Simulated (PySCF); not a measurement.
**Dipole response of Se(2+) (selenium, charge +2)**

[Ar] 3d10 4s1 4p3, high-spin 5S determinant (an excited configuration). Calculation: PySCF 2.14, in def2-QZVPPD (12s8p5d4f1g, 98 functions); no relativity, point nucleus. Coupled (time-dependent) response in atomic units; α is the mean over directions.

```json
{"method": "CAM-B3LYP", "mean α (bohr³)": "8.572", "C₆ (like pair)": "39.02", "S(−4)": "19.58"}
```

S(−4) is the Cauchy moment in α(ω) = α(0) + S(−4) ω² + …

α(iu) at CAM-B3LYP:

| u (hartree) | α(iu) (bohr³) |
| --- | --- |
| 0 | 8.572 |
| 0.0500 | 8.523 |
| 0.100 | 8.381 |
| 0.200 | 7.859 |
| 0.300 | 7.130 |
| 0.500 | 5.536 |
| 0.750 | 3.924 |
| 1.00 | 2.848 |
| 1.50 | 1.688 |
| 2.00 | 1.140 |
| 3.00 | 0.6586 |
| 5.00 | 0.3353 |

A single London oscillator, α(iu) = α/(1 + u²/ω²), gives C₆ = (3/4) ω α². Matching the computed C₆ needs ω = 4 × 39.02 / (3 × 8.572²) = 0.708 hartree.

For an ion, C₆ is the dispersion term alone; charge-induced terms of lower order in 1/R come first.
